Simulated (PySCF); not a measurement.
# Atomic charges by several schemes

Species: C5H10N2.
Structure used (GFN2-xTB), in Å, numbered top down from 1:
```xyz
17
C5H10N2 angstrom
C      3.0663   -0.2409   -0.4592
N      2.3904   -0.0777    0.5941
N      1.4755   -0.8074    1.1071
C      0.2182   -0.7019    1.1093
C     -0.6042    0.2591    0.2951
C     -1.5318   -0.5190   -0.6398
C     -1.4128    1.1619    1.2282
H      2.8548   -0.9989   -1.2106
H      3.9076    0.4130   -0.6157
H     -0.3129   -1.3737    1.7708
H      0.0749    0.8779   -0.3031
H     -2.1250    0.1674   -1.2401
H     -0.9570   -1.1558   -1.3091
H     -2.2078   -1.1470   -0.0634
H     -0.7518    1.7239    1.8842
H     -2.0069    1.8654    0.6491
H     -2.0844    0.5658    1.8427
```

Density: PBE0/pcSseg-1 (PySCF); schemes: Mulliken, IAO, Hirshfeld and ESP-fitted. One conformer (not necessarily the lowest) at the GFN2-xTB geometry, without solvent, vibrations or thermal averaging.

Q: For which atoms does the sign change between the 4 schemes (beyond +0.03 e in one, beyond −0.03 e in another)?

A: C4, C5 and H11. Atomic charges aren't observables, and each scheme defines them in its own way.

Q: At which atom do the 4 schemes differ most?

A: At C5: from -0.378 (Mulliken) to +0.695 e (ESP-fitted), 1.073 e apart.

Q: Do the Mulliken, IAO, Hirshfeld and ESP-fitted schemes agree on where the charge is lowest?

A: The schemes don't all agree: Mulliken C5 (-0.378); IAO C7 (-0.416); Hirshfeld C6 and C7 (-0.116); ESP-fitted C6 (-0.645).

Q: Give the atomic charges in each scheme.

A: In e:

```json
{"atom": "C1", "environment": "C=N carbon", "Mulliken": "-0.029", "IAO": "-0.208", "Hirshfeld": "-0.040", "ESP-fitted": "-0.067"}
{"atom": "N2", "environment": "C=N nitrogen", "Mulliken": "-0.204", "IAO": "-0.101", "Hirshfeld": "-0.070", "ESP-fitted": "-0.211"}
{"atom": "N3", "environment": "C=N nitrogen", "Mulliken": "-0.217", "IAO": "-0.114", "Hirshfeld": "-0.079", "ESP-fitted": "-0.169"}
{"atom": "C4", "environment": "C=N carbon", "Mulliken": "+0.121", "IAO": "-0.035", "Hirshfeld": "+0.025", "ESP-fitted": "-0.090"}
{"atom": "C5", "environment": "sp3 CH carbon", "Mulliken": "-0.378", "IAO": "-0.125", "Hirshfeld": "-0.025", "ESP-fitted": "+0.695"}
{"atom": "C6", "environment": "methyl carbon", "Mulliken": "-0.214", "IAO": "-0.414", "Hirshfeld": "-0.116", "ESP-fitted": "-0.645"}
{"atom": "C7", "environment": "methyl carbon", "Mulliken": "-0.217", "IAO": "-0.416", "Hirshfeld": "-0.116", "ESP-fitted": "-0.605"}
{"atom": "H8", "environment": "hydrogen on a C=N carbon", "Mulliken": "+0.094", "IAO": "+0.122", "Hirshfeld": "+0.041", "ESP-fitted": "+0.120"}
{"atom": "H9", "environment": "hydrogen on a C=N carbon", "Mulliken": "+0.120", "IAO": "+0.161", "Hirshfeld": "+0.052", "ESP-fitted": "+0.103"}
{"atom": "H10", "environment": "hydrogen on a C=N carbon", "Mulliken": "+0.101", "IAO": "+0.148", "Hirshfeld": "+0.047", "ESP-fitted": "+0.084"}
{"atom": "H11", "environment": "methine hydrogen", "Mulliken": "+0.130", "IAO": "+0.138", "Hirshfeld": "+0.034", "ESP-fitted": "-0.069"}
{"atom": "H12", "environment": "methyl hydrogen", "Mulliken": "+0.117", "IAO": "+0.142", "Hirshfeld": "+0.043", "ESP-fitted": "+0.145"}
{"atom": "H13", "environment": "methyl hydrogen", "Mulliken": "+0.121", "IAO": "+0.143", "Hirshfeld": "+0.039", "ESP-fitted": "+0.148"}
{"atom": "H14", "environment": "methyl hydrogen", "Mulliken": "+0.106", "IAO": "+0.137", "Hirshfeld": "+0.040", "ESP-fitted": "+0.147"}
{"atom": "H15", "environment": "methyl hydrogen", "Mulliken": "+0.128", "IAO": "+0.147", "Hirshfeld": "+0.042", "ESP-fitted": "+0.141"}
{"atom": "H16", "environment": "methyl hydrogen", "Mulliken": "+0.116", "IAO": "+0.141", "Hirshfeld": "+0.043", "ESP-fitted": "+0.134"}
{"atom": "H17", "environment": "methyl hydrogen", "Mulliken": "+0.105", "IAO": "+0.136", "Hirshfeld": "+0.040", "ESP-fitted": "+0.139"}
```

Mean size of the charges over all atoms: ESP-fitted 0.218 e, IAO 0.166 e, Mulliken 0.148 e, Hirshfeld 0.052 e. Each set sums to the total charge, 0, to within 0.001 e. The ESP scheme fits charges at the nuclei, held to the total charge, to the electrostatic potential on points at 1.4 to 2.0 times the van der Waals radii.

Q: How many electrons does the IAO scheme count on C6?

A: Z − q = 6 − (-0.414) = 6.414.

Q: How closely do the schemes follow one another over all atoms?

A: Correlation coefficient and root-mean-square difference: IAO with Hirshfeld 0.95, 0.138 e; Mulliken with Hirshfeld 0.86, 0.120 e; Mulliken with IAO 0.80, 0.116 e; Hirshfeld with ESP-fitted 0.68, 0.261 e; IAO with ESP-fitted 0.66, 0.224 e; Mulliken with ESP-fitted 0.24, 0.305 e.

These values come from a run that also computed NMR shieldings. Time: 41 s of wall time. Hardware: one thread of an x86-64 server, no GPU (shared host).
